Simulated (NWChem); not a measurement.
BHOClF; SMILES OB(F)Cl

```xyz
5

B      0.0198    -0.4210     0.0000
F     -1.1253    -1.0911     0.0000
Cl    -0.0253     1.3311     0.0000
O      1.1993    -1.0571     0.0000
H      1.1046    -2.0168     0.0000
```
Atoms are numbered in this order, from 1.

Results from NWChem. Structure relaxed at the PBE0/def2-SVP level. Atomic charges in e: unrestrained fits to the electrostatic potential beside Mulliken populations; buried atoms are poorly determined by the fit.

Q: What does the run give for B3LYP/def2-SVP? Quantities: ESP B1; Mulliken B1; ESP F2; Mulliken F2; ESP Cl3; Mulliken Cl3; ESP O4; Mulliken O4; relative RMS misfit of the potential (%).

A: 
- ESP B1: 0.67
- Mulliken B1: 0.09
- ESP F2: -0.30
- Mulliken F2: -0.10
- ESP Cl3: -0.19
- Mulliken Cl3: -0.09
- ESP O4: -0.62
- Mulliken O4: -0.09
- relative RMS misfit of the potential (%): 21
